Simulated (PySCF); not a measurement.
A structure optimised at PBE-D3(BJ)/def2-SVP, used in a PySCF frequency run:

```xyz
7

N     -0.9781    -1.9475     0.0000
Si    -0.5108    -0.2985     0.0000
Cl    -1.2844     0.5751    -1.7011
Cl    -1.2844     0.5751     1.7011
Br     1.6948     0.0931     0.0000
H     -0.8244    -2.5012    -0.8470
H     -0.8244    -2.5012     0.8470
```
Charge 0, spin multiplicity 1.

Write its SMILES, formula and point group.

N[Si](Cl)(Cl)Br, BrCl2H2NSi, Cs

What are its rotational constants (standard atomic weights)?

1.6925, 1.0997, 0.88021 GHz
